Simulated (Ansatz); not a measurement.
`[NH]=[Nb]([NH2])([F])[F]` + CH₄ → `[CH3][Nb](=[NH])([F])[F]` + NH₃ at 400 K and 1 bar (formal exchange of groups at the Nb–N bond).

Isolated molecules relaxed with PBE0-D4/def2-TZVP in Ansatz; ΔE leaves out vibrations. CCSD(T)/CBS adds triple-zeta CCSD(T) − MP2 to the extrapolated MP2 energy (def2 sets, frozen cores). This one scheme is used for every species. Elements past krypton have def2 core potentials. For Nb outer-core shells are correlated without core-valence functions, which leaves a few kJ/mol of doubt a bond. One conformer a species, not always the lowest.

```tsv
species	CCSD(T)/CBS energy (Eh)	H − E (kJ/mol)	S (J/(mol·K))
`[NH]=[Nb]([NH2])([F])[F]`	-367.90069	147.6	380.8
CH₄	-40.46206	131.3	197.2
`[CH3][Nb](=[NH])([F])[F]`	-351.81367	174.1	394.5
NH₃	-56.50880	104.2	203.1
```

H − E and S are ideal-gas, rigid-rotor, harmonic terms from PBE0-D4/def2-TZVP, for one conformer and one mirror image of each species. 1 Eh = 2625.50 kJ/mol, R = 8.31446 J/(mol·K).

Question: By hand: ΔE, ΔH, ΔS and ΔG.

Answer: ΔE = (-351.81367) + (-56.50880) − (-367.90069) − (-40.46206) = 0.04028 Eh = 105.8 kJ/mol. Δ(H − E) = 174.1 + 104.2 − 147.6 − 131.3 = -0.6, so ΔH = 105.2 kJ/mol. ΔS = 394.5 + 203.1 − 380.8 − 197.2 = 19.6 J/(mol·K). ΔG = 105.2 − 400 × (19.6)/1000 = 97.4 kJ/mol.

Question: By hand: the equilibrium constant, and the temperature at which ΔG would vanish if ΔH and ΔS stayed fixed.

Answer: log₁₀ K = −ΔG/(RT ln 10) = -12.7. ΔG = 0 at ΔH/ΔS = 5367 K, far beyond where these terms or the molecules hold.

ΔH outweighs TΔS. A doubt of 5 kJ/mol in ΔE shifts log₁₀ K by 0.7 here. Other conformers and mirror images would add mixing entropy, several J/(mol·K) or more a flexible species. These are equilibria of isolated gas molecules and say nothing of rates. Largest T1 diagnostic: 0.020 (customary marks: 0.02 for closed shells, 0.045 for open ones).
